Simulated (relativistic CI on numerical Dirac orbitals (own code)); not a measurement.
Crystal-field levels of Pm³⁺, 4f4

Calculated by Dirac-Coulomb-Breit CI, separate exchange-only KLI orbitals for each configuration, a model potential for QED, valence Slater integrals scaled by 0.75, one configuration in a parametric crystal field (own radial code).

Field parameters in Wybourne normalisation. The field is a parameter set, without covalency.

S and J are read from ⟨S²⟩ = S(S + 1) and ⟨J²⟩ = J(J + 1) of each level; they are not fictitious spins.

D3d, B20 = -1410, B40 = -130, B43 = 830, B60 = -50, B63 = 270, B66 = -740 cm⁻¹, the lowest 16 levels:

| E (cm⁻¹) | Degeneracy | Irrep | S | J |
| --- | --- | --- | --- | --- |
| 0.0 | 2 | E | 1.97 | 4.01 |
| 78.9 | 1 | A2 | 1.97 | 4.01 |
| 239 | 2 | E | 1.97 | 4.03 |
| 240 | 1 | A1 | 1.97 | 4.02 |
| 334 | 2 | E | 1.97 | 4.01 |
| 355 | 1 | A1 | 1.97 | 4.01 |
| 1557 | 2 | E | 1.99 | 5.00 |
| 1628 | 2 | E | 1.99 | 5.00 |
| 1636 | 1 | A2 | 1.99 | 5.02 |
| 1761 | 1 | A1 | 1.99 | 4.99 |
| 1763 | 2 | E | 1.99 | 5.00 |
| 1787 | 2 | E | 1.99 | 5.00 |
| 1800 | 1 | A2 | 1.99 | 5.01 |
| 3143 | 1 | A2 | 1.99 | 6.00 |
| 3145 | 1 | A1 | 1.99 | 5.99 |
| 3215 | 2 | E | 1.99 | 6.00 |

D3d, B20 = 1640, B40 = 200, B43 = -1280, B60 = -280, B63 = -60, B66 = 120 cm⁻¹, the lowest 16 levels:

```
E (cm⁻¹)  Degeneracy  Irrep     S     J
     0.0           1     A1  1.97  4.00
     6.5           2      E  1.97  4.00
    79.9           2      E  1.97  4.01
     222           1     A2  1.97  4.01
     257           1     A1  1.97  4.01
     375           2      E  1.97  4.00
    1499           1     A2  1.99  5.00
    1519           2      E  1.99  5.00
    1571           2      E  1.99  5.00
    1622           1     A1  1.99  5.00
    1659           1     A2  1.99  5.00
    1703           2      E  1.99  5.00
    1829           2      E  1.99  5.00
    3096           1     A1  1.99  6.00
    3107           2      E  1.99  6.00
    3142           2      E  1.99  6.00
```

D3d, B20 = 1680, B40 = -1540, B43 = -1680, B60 = -380, B63 = -360, B66 = -380 cm⁻¹, the lowest 16 levels:

```tsv
E (cm⁻¹)	Degeneracy	Irrep	S	J
0.0	2	E	1.97	4.00
7.8	1	A1	1.97	4.00
153	2	E	1.97	4.02
315	1	A2	1.97	4.04
402	2	E	1.97	4.02
496	1	A1	1.97	4.01
1495	1	A2	1.99	5.00
1554	2	E	1.98	4.99
1661	2	E	1.99	5.00
1734	1	A1	1.99	5.03
1801	1	A2	1.99	4.98
1822	2	E	1.99	5.01
1855	2	E	1.99	5.00
3093	1	A1	1.99	6.00
3131	2	E	1.99	6.00
3221	2	E	1.99	5.99
```

D3d, B20 = -1500, B40 = -900, B43 = -1770, B60 = 460, B63 = 0, B66 = 120 cm⁻¹, the lowest 16 levels:

```tsv
E (cm⁻¹)	Degeneracy	Irrep	S	J
0.0	2	E	1.97	4.00
72.1	1	A1	1.97	4.00
216	1	A2	1.97	4.02
307	2	E	1.97	4.02
396	2	E	1.97	4.01
402	1	A1	1.97	4.01
1536	2	E	1.98	4.99
1679	2	E	1.99	5.00
1724	1	A2	1.99	4.99
1726	1	A1	1.99	5.01
1771	2	E	1.99	5.01
1832	2	E	1.99	5.01
1858	1	A2	1.99	5.00
3121	1	A1	1.99	5.99
3121	1	A2	1.99	5.99
3249	2	E	1.99	5.99
```

D4h, B20 = -990, B40 = 1190, B44 = -710, B60 = 600, B64 = -590 cm⁻¹, the lowest 16 levels:

```csv
E (cm⁻¹),Degeneracy,Irrep,S,J
0.0,2,E,1.97,4.02
26.0,1,A1,1.97,4.01
110,1,A2,1.97,4.02
226,1,B2,1.97,4.01
230,1,B1,1.97,4.01
272,2,E,1.97,4.01
367,1,A1,1.97,4.00
1588,2,E,1.99,5.00
1597,1,A1,1.99,5.01
1599,1,A2,1.99,5.01
1616,1,B2,1.99,5.01
1616,2,E,1.99,5.00
1715,1,B1,1.99,5.01
1758,2,E,1.99,5.00
1800,1,A2,1.99,4.99
3178,1,B2,1.99,6.00
```

The next free-ion level lies 1477 cm⁻¹ above the lowest; the field splits the ground level into components whose J stays near 4 as long as their spread is small against that gap.

Levels of this model without a field, named by their leading LS term (the scale mimics covalency, so terms lie below those of the real free ion): 5I_4 0, 5I_5 1477, 5I_6 3067, 5I_7 4718, 5I_8 6396, 5F_1 12238, 5F_2 12646, 5F_3 13513 cm⁻¹.
